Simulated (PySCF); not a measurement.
MgH2, SMILES [MgH2]. Heavy atoms are numbered as in [MgH2:1]. Hydrogens are named by the atom that carries them.

The structure is a stationary point at PBE0-D3(BJ)/def2-TZVPD.

Level of theory: PBE0/pcSseg-2 (PySCF).

GIAO shieldings, no solvent; atoms alike by connectivity are averaged. δ = σ(ref) − σ: ¹H against TMS (σ = 31.54 ppm), references at their B3LYP-D3(BJ)/def2-TZVP geometries, non-relativistic.

```json
[
 {"nucleus": "¹H", "atoms": "H on Mg1", "count": "2", "δ (ppm)": "4.94"}
]
```
